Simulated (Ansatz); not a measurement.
Li₂Sn⁻, relaxed as a doublet with UKS r2SCAN-D4/def2-TZVPD in Ansatz, starting from the GFN1-xTB geometry. Force threshold 0.02 eV/Å.

In the def2 sets Sn takes a core potential; there is no spin–orbit coupling. The charge -1 doublet is spin-contaminated (final ⟨S²⟩ up to 1.36, 0.75 for a pure state). The highest occupied level of the charge -1 doublet lies above zero (up to 0.47 eV). Its loss leaves the charge 0 triplet, which lies 0.98 eV higher (vertical, at r2SCAN-D4/def2-TZVPD), but this difference is unsure: the triplet is doubtful (geometry relaxed on an unsound state). The structure comes from a short search, and lower isomers may exist.

Start:

| atom | x (Å) | y (Å) | z (Å) |
| --- | --- | --- | --- |
| Li1 | -0.940 | 0.880 | 0.401 |
| Li2 | 1.165 | 0.002 | 0.680 |
| Sn3 | -0.225 | -0.882 | -1.081 |

```tsv
step	energy (eV)	largest force component (eV/Å)	SCF passes
1	-6242.6218	1.518	89
2	-6243.1430	0.475	73
3	-6243.2592	0.107	48
4	-6243.2658	0.050	49
5	-6243.2711	0.023	53
6	-6243.2717	0.005	55
```

Force components are those of the run's own axes.

End:

```
atom    x (Å)    y (Å)    z (Å)
 Li1  -1.3848   1.0753   0.3533
 Li2   1.6144  -0.1757   0.7494
 Sn3  -0.2296  -0.8996  -1.1026
```

Bonds lost: Li1–Li2 (atoms count from 1).

No frequencies were taken in this run, so the end may be a saddle point.

It took 21 s on 4 threads of Arm Neoverse V1 on a shared host.
